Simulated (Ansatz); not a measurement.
Program: Ansatz. Geometries: PBE0-D4/def2-TZVP. ΔE: electronic, gas phase. CCSD(T)/CBS adds triple-zeta CCSD(T) − MP2 to the extrapolated MP2 energy (def2 sets, frozen cores). This one scheme is used for every species. DFT in def2-TZVPP. One conformer a species, not always the lowest.

`FB(S)Cl` + NH₃ → `NB(F)S` + HCl  (ligand exchange at a B–Cl bond)

`FB(S)Cl`:

```xyz
5

F    -1.075    0.944   -0.307
B    -0.378   -0.172   -0.218
S     1.244   -0.218    0.546
Cl   -1.062   -1.647   -0.865
H     1.272    1.093    0.844
```

NH₃:

Z-matrix (Å, degrees):
```
N
H 1 1.013
H 1 1.013 2 107.1
H 1 1.013 2 107.1 3 -114.5
```

`NB(F)S`:

Cartesian coordinates in Å:
```
N 1.161 -0.081 -0.261
B -0.133 -0.016 0.255
F -0.315 -0.145 1.574
S -1.576 0.241 -0.832
H 1.376 0.007 -1.237
H 1.958 -0.222 0.334
H -2.471 0.215 0.167
```

HCl:

Z-matrix (Å, degrees):
```
Cl
H 1 1.279
```

```tsv
level	ΔE (eV)
r2SCAN-D4	-0.25
PBE	-0.23
HF/def2-TZVPP	-0.37
MP2/def2-TZVPP	-0.25
HF/def2-QZVPP	-0.37
HF/CBS(def2)	-0.37
MP2/CBS(def2)	-0.24
CCSD/CBS(def2)	-0.31
```

Problem. What does CCSD(T)/CBS give? (Best estimate.)

Solution. The calculation gave: -0.28 eV. The listed levels differ from it by 0.03, 0.05, -0.09, 0.03, -0.09, -0.09, 0.04, -0.03 eV.

Largest T1 diagnostic among the species: 0.012.

From PBE to PBE0 (25 % exact exchange), in def2-TZVPP and without D4, ΔE moves by −0.05 eV. In def2-TZVPP, CCSD(T) changes the Hartree–Fock value by +0.09 eV (the triples alone add +0.03 eV) and MP2 by +0.12 eV.
